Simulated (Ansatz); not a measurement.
Ansatz (a first-principles code) input (PBE/6-31G*):

Ansatz 0.2 input:
```yaml
crystal:
  periodic: [false, false, false]
  atoms:
    - {symbol: N, position_ang: [2.23451400, -0.00769900, -0.28291400]}
    - {symbol: Si, position_ang: [0.74605400, 0.42290800, 0.86910100]}
    - {symbol: N, position_ang: [-0.55282300, -0.52974000, 0.40153900]}
    - {symbol: Si, position_ang: [-1.77542600, -0.16298300, -0.83238700]}
    - {symbol: H, position_ang: [2.48592700, -0.99626100, -0.22188000]}
    - {symbol: H, position_ang: [2.01265300, 0.18246200, -1.26230700]}
    - {symbol: H, position_ang: [3.07213200, 0.53313800, -0.05399900]}
    - {symbol: H, position_ang: [0.61908700, 1.84776800, 0.54987400]}
    - {symbol: H, position_ang: [1.33145900, 0.08516000, 2.17133400]}
    - {symbol: H, position_ang: [-0.71406000, -1.37153100, 0.94296200]}
    - {symbol: H, position_ang: [-1.22930200, 1.02942700, -1.51606700]}
    - {symbol: H, position_ang: [-1.86550500, -1.30737800, -1.75735600]}
    - {symbol: H, position_ang: [-3.07301800, 0.12034100, -0.19693800]}
basis:
  gaussian:
    orbitals: 6-31G*
hamiltonian:
  xc: {name: PBE}
total_charge: 1
relax: {f_tol: 0.003, max_steps: 120}
```

Output:

```
Functional definition: PBE
integrals: 0.04 GiB planned
1180 factors; their error is unknown
mean field: 0.22 GiB planned
mean field evaluation 1: about -18842.8745 eV, gradient 1.0e2 eV
mean field evaluation 2: about -18775.1264 eV, gradient 1.7e2 eV
mean field evaluation 4: about -18862.6680 eV, gradient 2.4e1 eV
mean field evaluation 8: about -18863.7383 eV, gradient 1.2e-1 eV
mean field evaluation 16: about -18863.6537 eV, gradient 1.2e-4 eV
mean field -18863.65370023 eV, -693.2264872398 hartree, gradient 1.9e-5 eV, S^2 0.000000; 0 other end points of the search recorded, 0 dependent functions left out
the calculation of the forces begins
reference -18863.65374011 eV, -693.2264887052 hartree; 25, 25 occupied and 61, 61 virtual orbitals, 1180 factors
relax step   1: F+E_penalty+E_count = -18863.65370023 eV  Δ(F+E_penalty+E_count) = +0.000e0 eV  max|allowed force component| = 4.710e-1 eV/Å  Δτ_max = 0.0000 Å  (26 SCF iters, accepted)
these checks for a lower state are left out or cut short: starts, cluster_reference, orbital_swaps, neighbouring_geometries, increment
integrals: 0.04 GiB planned
1180 factors; their error is unknown
mean field: 0.22 GiB planned
mean field -18863.69695531 eV, -693.2280768346 hartree, gradient 1.8e-5 eV, S^2 0.000000; 0 other end points of the search recorded, 0 dependent functions left out
the calculation of the forces begins
reference -18863.69699545 eV, -693.2280783098 hartree; 25, 25 occupied and 61, 61 virtual orbitals, 1180 factors
relax step   2: F+E_penalty+E_count = -18863.69695531 eV  Δ(F+E_penalty+E_count) = -4.326e-2 eV  max|allowed force component| = 1.803e-1 eV/Å  Δτ_max = 0.0371 Å  (27 SCF iters, accepted)
these checks for a lower state are left out or cut short: starts, cluster_reference, orbital_swaps, neighbouring_geometries, increment
integrals: 0.04 GiB planned
1180 factors; their error is unknown
mean field: 0.22 GiB planned
mean field evaluation 32: about -18863.7050 eV, gradient 1.9e-5 eV
mean field -18863.70503781 eV, -693.2283738611 hartree, gradient 1.9e-5 eV, S^2 0.000000; 0 other end points of the search recorded, 0 dependent functions left out
the calculation of the forces begins
reference -18863.70507820 eV, -693.2283753455 hartree; 25, 25 occupied and 61, 61 virtual orbitals, 1180 factors
relax step   3: F+E_penalty+E_count = -18863.70503781 eV  Δ(F+E_penalty+E_count) = -8.083e-3 eV  max|allowed force component| = 4.652e-2 eV/Å  Δτ_max = 0.0289 Å  (29 SCF iters, accepted)
these checks for a lower state are left out or cut short: starts, cluster_reference, orbital_swaps, neighbouring_geometries, increment
integrals: 0.04 GiB planned
1180 factors; their error is unknown
mean field: 0.22 GiB planned
mean field -18863.70542575 eV, -693.2283881175 hartree, gradient 1.2e-5 eV, S^2 0.000000; 0 other end points of the search recorded, 0 dependent functions left out
the calculation of the forces begins
reference -18863.70546618 eV, -693.2283896034 hartree; 25, 25 occupied and 61, 61 virtual orbitals, 1180 factors
relax step   4: F+E_penalty+E_count = -18863.70542575 eV  Δ(F+E_penalty+E_count) = -3.879e-4 eV  max|allowed force component| = 1.791e-2 eV/Å  Δτ_max = 0.0109 Å  (23 SCF iters, accepted)
these checks for a lower state are left out or cut short: starts, cluster_reference, orbital_swaps, neighbouring_geometries, increment
integrals: 0.04 GiB planned
1180 factors; their error is unknown
mean field: 0.22 GiB planned
mean field -18863.70588166 eV, -693.2284048719 hartree, gradient 1.9e-5 eV, S^2 0.000000; 0 other end points of the search recorded, 0 dependent functions left out
the calculation of the forces begins
reference -18863.70592214 eV, -693.2284063597 hartree; 25, 25 occupied and 61, 61 virtual orbitals, 1180 factors
relax step   5: F+E_penalty+E_count = -18863.70588166 eV  Δ(F+E_penalty+E_count) = -4.559e-4 eV  max|allowed force component| = 1.994e-2 eV/Å  Δτ_max = 0.0300 Å  (28 SCF iters, accepted)
these checks for a lower state are left out or cut short: starts, cluster_reference, orbital_swaps, neighbouring_geometries, increment
integrals: 0.04 GiB planned
1180 factors; their error is unknown
mean field: 0.22 GiB planned
mean field -18863.70632408 eV, -693.2284211304 hartree, gradient 1.9e-5 eV, S^2 0.000000; 0 other end points of the search recorded, 0 dependent functions left out
the calculation of the forces begins
reference -18863.70636459 eV, -693.2284226194 hartree; 25, 25 occupied and 61, 61 virtual orbitals, 1180 factors
relax step   6: F+E_penalty+E_count = -18863.70632408 eV  Δ(F+E_penalty+E_count) = -4.424e-4 eV  max|allowed force component| = 3.755e-2 eV/Å  Δτ_max = 0.0529 Å  (27 SCF iters, accepted)
these checks for a lower state are left out or cut short: starts, cluster_reference, orbital_swaps, neighbouring_geometries, increment
integrals: 0.04 GiB planned
1180 factors; their error is unknown
mean field: 0.22 GiB planned
mean field -18863.70656734 eV, -693.2284300701 hartree, gradient 1.9e-5 eV, S^2 0.000000; 0 other end points of the search recorded, 0 dependent functions left out
the calculation of the forces begins
reference -18863.70660785 eV, -693.2284315587 hartree; 25, 25 occupied and 61, 61 virtual orbitals, 1180 factors
relax step   7: F+E_penalty+E_count = -18863.70656734 eV  Δ(F+E_penalty+E_count) = -2.433e-4 eV  max|allowed force component| = 2.082e-2 eV/Å  Δτ_max = 0.0363 Å  (27 SCF iters, accepted)
these checks for a lower state are left out or cut short: starts, cluster_reference, orbital_swaps, neighbouring_geometries, increment
integrals: 0.04 GiB planned
1180 factors; their error is unknown
mean field: 0.22 GiB planned
mean field evaluation 64: about -18863.7067 eV, gradient 8.3e-4 eV
mean field -18863.70672204 eV, -693.2284357554 hartree, gradient 1.9e-5 eV, S^2 0.000000; 0 other end points of the search recorded, 0 dependent functions left out
the calculation of the forces begins
reference -18863.70676251 eV, -693.2284372425 hartree; 25, 25 occupied and 61, 61 virtual orbitals, 1180 factors
relax step   8: F+E_penalty+E_count = -18863.70672204 eV  Δ(F+E_penalty+E_count) = -1.547e-4 eV  max|allowed force component| = 1.285e-2 eV/Å  Δτ_max = 0.0224 Å  (28 SCF iters, accepted)
these checks for a lower state are left out or cut short: starts, cluster_reference, orbital_swaps, neighbouring_geometries, increment
integrals: 0.04 GiB planned
1180 factors; their error is unknown
mean field: 0.22 GiB planned
mean field -18863.70681433 eV, -693.2284391470 hartree, gradient 1.9e-5 eV, S^2 0.000000; 0 other end points of the search recorded, 0 dependent functions left out
the calculation of the forces begins
reference -18863.70685476 eV, -693.2284406326 hartree; 25, 25 occupied and 61, 61 virtual orbitals, 1180 factors
relax step   9: F+E_penalty+E_count = -18863.70681433 eV  Δ(F+E_penalty+E_count) = -9.229e-5 eV  max|allowed force component| = 1.403e-2 eV/Å  Δτ_max = 0.0197 Å  (28 SCF iters, accepted)
these checks for a lower state are left out or cut short: starts, cluster_reference, orbital_swaps, neighbouring_geometries, increment
integrals: 0.04 GiB planned
1180 factors; their error is unknown
mean field: 0.22 GiB planned
mean field -18863.70686437 eV, -693.2284409860 hartree, gradient 1.9e-5 eV, S^2 0.000000; 0 other end points of the search recorded, 0 dependent functions left out
the calculation of the forces begins
reference -18863.70690477 eV, -693.2284424706 hartree; 25, 25 occupied and 61, 61 virtual orbitals, 1180 factors
relax step  10: F+E_penalty+E_count = -18863.70686437 eV  Δ(F+E_penalty+E_count) = -5.004e-5 eV  max|allowed force component| = 9.488e-3 eV/Å  Δτ_max = 0.0144 Å  (28 SCF iters, accepted)
these checks for a lower state are left out or cut short: starts, cluster_reference, orbital_swaps, neighbouring_geometries, increment
integrals: 0.04 GiB planned
1180 factors; their error is unknown
mean field: 0.22 GiB planned
mean field -18863.70687930 eV, -693.2284415345 hartree, gradient 1.2e-5 eV, S^2 0.000000; 0 other end points of the search recorded, 0 dependent functions left out
the calculation of the forces begins
reference -18863.70691968 eV, -693.2284430186 hartree; 25, 25 occupied and 61, 61 virtual orbitals, 1180 factors
relax step  11: F+E_penalty+E_count = -18863.70687930 eV  Δ(F+E_penalty+E_count) = -1.493e-5 eV  max|allowed force component| = 4.535e-3 eV/Å  Δτ_max = 0.0096 Å  (22 SCF iters, accepted)
these checks for a lower state are left out or cut short: starts, cluster_reference, orbital_swaps, neighbouring_geometries, increment
integrals: 0.04 GiB planned
1180 factors; their error is unknown
mean field: 0.22 GiB planned
mean field -18863.70688076 eV, -693.2284415882 hartree, gradient 2.0e-5 eV, S^2 0.000000; 0 other end points of the search recorded, 0 dependent functions left out
the calculation of the forces begins
reference -18863.70692114 eV, -693.2284430721 hartree; 25, 25 occupied and 61, 61 virtual orbitals, 1180 factors
relax step  12: F+E_penalty+E_count = -18863.70688076 eV  Δ(F+E_penalty+E_count) = -1.461e-6 eV  max|allowed force component| = 3.022e-3 eV/Å  Δτ_max = 0.0016 Å  (21 SCF iters, accepted)
these checks for a lower state are left out or cut short: starts, cluster_reference, orbital_swaps, neighbouring_geometries, increment
integrals: 0.04 GiB planned
1180 factors; their error is unknown
mean field: 0.22 GiB planned
mean field evaluation 96: about -18863.7069 eV, gradient 7.5e-5 eV
mean field -18863.70688217 eV, -693.2284416400 hartree, gradient 7.5e-5 eV, S^2 0.000000; 0 other end points of the search recorded, 0 dependent functions left out
the calculation of the forces begins
reference -18863.70692255 eV, -693.2284431239 hartree; 25, 25 occupied and 61, 61 virtual orbitals, 1180 factors
relax step  13: F+E_penalty+E_count = -18863.70688217 eV  Δ(F+E_penalty+E_count) = -1.408e-6 eV  max|allowed force component| = 6.429e-4 eV/Å  Δτ_max = 0.0007 Å  (18 SCF iters, accepted)
integrals: 0.04 GiB planned
1180 factors; their error is unknown
mean field: 0.22 GiB planned
mean field -18863.70688217 eV, -693.2284416400 hartree, gradient 7.5e-5 eV, S^2 0.000000; 1 other end points of the search recorded, 0 dependent functions left out
the calculation of the forces begins
reference -18863.70692255 eV, -693.2284431239 hartree; 25, 25 occupied and 61, 61 virtual orbitals, 1180 factors
Total energy: -18863.70692255 eV, -693.2284431239 hartree
Atom 0 at     2.310715    -0.040159    -0.262587 Å, force    -0.000048    -0.000096    -0.000103 eV/Å
Atom 1 at     0.748164     0.440832     0.838827 Å, force    -0.000207     0.000643     0.000188 eV/Å
Atom 2 at    -0.567824    -0.526641     0.380809 Å, force     0.000330    -0.000360     0.000006 eV/Å
Atom 3 at    -1.847368    -0.147932    -0.828864 Å, force    -0.000065     0.000392    -0.000494 eV/Å
Atom 4 at     2.581392    -1.030081    -0.142805 Å, force     0.000043    -0.000022     0.000111 eV/Å
Atom 5 at     2.124649     0.096699    -1.269844 Å, force     0.000124     0.000085    -0.000090 eV/Å
Atom 6 at     3.141305     0.530910    -0.029107 Å, force    -0.000103    -0.000046     0.000018 eV/Å
Atom 7 at     0.640016     1.866362     0.441798 Å, force     0.000175    -0.000066     0.000151 eV/Å
Atom 8 at     1.319897     0.140055     2.176988 Å, force     0.000231    -0.000101    -0.000043 eV/Å
Atom 9 at    -0.719999    -1.378213     0.932293 Å, force    -0.000178    -0.000109     0.000192 eV/Å
Atom 10 at    -1.395884     1.143314    -1.432401 Å, force    -0.000210    -0.000246     0.000044 eV/Å
Atom 11 at    -1.879954    -1.233951    -1.853378 Å, force    -0.000096    -0.000044     0.000009 eV/Å
Atom 12 at    -3.163418    -0.015582    -0.140769 Å, force     0.000005    -0.000030     0.000011 eV/Å
Dipole moment:     1.344989    -0.159047    -0.031501 e Å
```

The dipole moment of an ion depends on the origin.

The geometry given is a B3LYP-D3(BJ)/def2-TZVP minimum.
